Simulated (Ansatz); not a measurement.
```yaml
crystal:
  periodic: [false, false, false]
  atoms:
    - {symbol: C, position_ang: [-0.230698, 0.672594, 1.751827]}
    - {symbol: C, position_ang: [0.006686, 0.182234, 0.674925]}
    - {symbol: Sn, position_ang: [0.640376, -0.801075, -1.043969]}
    - {symbol: F, position_ang: [-0.857251, -1.773346, -1.733269]}
    - {symbol: F, position_ang: [0.954482, 0.529919, -2.383041]}
    - {symbol: H, position_ang: [-0.471495, 1.125773, 2.687427]}
basis:
  gaussian: {orbitals: x2c-TZVPPall, final_grid: {core_spheres: 20, valence_spheres: 16, degree: 47}}
magnetization: {spin_polarized: true, initial_magnetization: 1}
hamiltonian: {xc: {name: HF}}
correlation: {method: mp2, frozen_orbitals: {C: 9}}
```

```sh
$ ansatz run in.yaml --threads 4 --pin off --events-out ev --progress --plain --max-ram 10444MiB
```

It prints (some lines left out):

```
Functional definition: HF
Error: "frozen_orbitals" has no count for Sn
```

**Question.** What is wrong with this run?

**Answer.** Frozen orbitals are typed for one element alone, and the program wants a count for each. The program refused the input.
